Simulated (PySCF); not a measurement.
Species: `C[C@@H]1[SiH2]C[C@H]1C(F)(F)F`. The columns A, B, C and D hold Mulliken, IAO, Hirshfeld and ESP-fitted charges (e) of one PBE0/pcSseg-1 density (PySCF), in a shuffled order. Coordinates in Å (GFN2-xTB); the density's dipole moment is (-1.88, -1.52, 0.73) D.

| atom | x | y | z | A | B | C | D |
| --- | --- | --- | --- | --- | --- | --- | --- |
| C1 | -1.604 | 1.052 | 0.851 | -0.190 | -0.446 | -0.122 | -0.412 |
| C2 | -0.766 | 0.306 | -0.175 | -0.518 | +0.077 | -0.112 | -0.367 |
| Si3 | -1.047 | -1.571 | -0.490 | +0.669 | +0.357 | +0.355 | +0.734 |
| C4 | 0.835 | -1.445 | -0.165 | -0.431 | -0.344 | -0.169 | -0.544 |
| C5 | 0.688 | 0.025 | 0.272 | -0.361 | -0.223 | -0.053 | -0.153 |
| C6 | 1.698 | 0.941 | -0.373 | +0.865 | +0.518 | +0.260 | +0.803 |
| F7 | 1.668 | 0.889 | -1.717 | -0.276 | -0.180 | -0.088 | -0.289 |
| F8 | 2.963 | 0.649 | -0.018 | -0.276 | -0.196 | -0.102 | -0.289 |
| F9 | 1.507 | 2.232 | -0.047 | -0.277 | -0.192 | -0.096 | -0.289 |
| H10 | -2.620 | 1.180 | 0.487 | +0.118 | +0.117 | +0.042 | +0.143 |
| H11 | -1.644 | 0.501 | 1.789 | +0.105 | +0.111 | +0.037 | +0.132 |
| H12 | -1.184 | 2.038 | 1.049 | +0.121 | +0.121 | +0.037 | +0.144 |
| H13 | -0.758 | 0.882 | -1.103 | +0.152 | +0.049 | +0.030 | +0.148 |
| H14 | -1.475 | -1.966 | -1.827 | -0.073 | -0.089 | -0.070 | -0.112 |
| H15 | -1.798 | -2.240 | 0.571 | -0.077 | -0.075 | -0.072 | -0.117 |
| H16 | 1.287 | -2.078 | 0.595 | +0.150 | +0.114 | +0.039 | +0.153 |
| H17 | 1.443 | -1.533 | -1.063 | +0.153 | +0.122 | +0.034 | +0.158 |
| H18 | 0.800 | 0.143 | 1.352 | +0.145 | +0.160 | +0.049 | +0.155 |

Problem. Which column most likely holds the ESP-fitted charges?

Solution. B. Σ q r misses the density's dipole by 0.05 D (B), 0.79 D (C), 2.33 D (D), 2.56 D (A). Charges fitted to the outside potential are the only set here that is tied to the molecule's multipoles.

Problem. And the Hirshfeld charges?

Solution. C. The mean sizes are 0.098 e (C), 0.194 e (B), 0.275 e (A), 0.286 e (D), and Hirshfeld charges are commonly the smallest of these schemes.

As computed, A = Mulliken, B = ESP-fitted, C = Hirshfeld, D = IAO. Hydrogens on carbon: Mulliken +0.11 to +0.15, ESP-fitted +0.05 to +0.16, Hirshfeld +0.03 to +0.05, IAO +0.13 to +0.16 e.

The Mulliken scheme counts on each atom the diagonal of the density matrix times the overlap matrix over that atom's basis functions. The Hirshfeld scheme divides the density at each point in proportion to the densities of the neutral, spherically averaged free atoms.

Isolated species at its GFN2-xTB geometry (one conformer only).

The values belong to the conformer `[CH3:1][C@@H:2]1[SiH2:3][CH2:4][C@H:5]1[C:6]([F:7])([F:8])[F:9]`: C4–C5–C6–F7 56°.
